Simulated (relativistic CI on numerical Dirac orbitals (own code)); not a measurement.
L2,3 absorption of nickel in several valence states

Computed multiplet spectra 2p⁶3dⁿ → 2p⁵3dⁿ⁺¹ (Dirac-Coulomb-Breit ions, Slater integrals scaled by 0.7, an assumed crystal field that grows with the charge, no charge transfer; 300 K; Lorentzian 0.4 eV and Gaussian 0.3 eV FWHM at both edges, so that L2 comes out sharper than in experiment). Peaks over 5 % are given in eV from the highest peak in the L3 region of each spectrum (height, largest 100). S of the lowest state is read from ⟨S²⟩, and the branching ratio is the share of L3, cut at the minimum between the edges.

Field parameters in Wybourne normalisation: Td as Oh with Dq negative (B⁴₀ = 21Dq, B⁴₄ = √(5/14) B⁴₀). The field is a parameter set, without covalency.

- Ni²⁺ (d8, Td, 10Dq = -5550 cm⁻¹): S = 1.00, branching ratio 0.90; peaks 0.0 (100), 2.2 (18), 18.5 (13)
- Ni³⁺ (d7, Td, 10Dq = -7150 cm⁻¹): S = 1.50, high spin, branching ratio 0.75; peaks 0.0 (100), 0.5 (87), 1.1 (71), 2.1 (34), 2.9 (22), 4.4 (10), 18.3 (50), 20.4 (10), 21.2 (6)

What spin state follows for Ni⁴⁺ in Td, 10Dq = -8800 cm⁻¹, and does its branching ratio lie nearer 2/3 or nearer 0.8?

Ni⁴⁺ (d6, Td, 10Dq = -8800 cm⁻¹): S = 2.00, high spin, branching ratio 0.75; peaks -3.3 (12), -0.4 (98), 0.0 (100), 1.0 (61), 2.8 (29), 4.4 (11), 15.2 (12), 16.4 (30), 17.5 (31), 18.1 (30), 19.4 (12), 20.4 (9), 21.2 (8). High-spin states, above all those with an unquenched orbital moment, raise the ratio above the statistical 2/3; low spin and nearly empty shells keep it near or below 2/3.

The centroid of the whole edge, which also moves with the branching ratio, lies at 856.4 (Ni²⁺), 862.0 (Ni³⁺), 865.4 (Ni⁴⁺) eV in this ionic model, in steps of 3.4 to 5.6 eV. Compounds show about 1 to 2 eV a unit and lower energies for the high valences, since ligands screen the charge. The multiplet shape follows the d count and the spin state, and so serves as a fingerprint of valence.
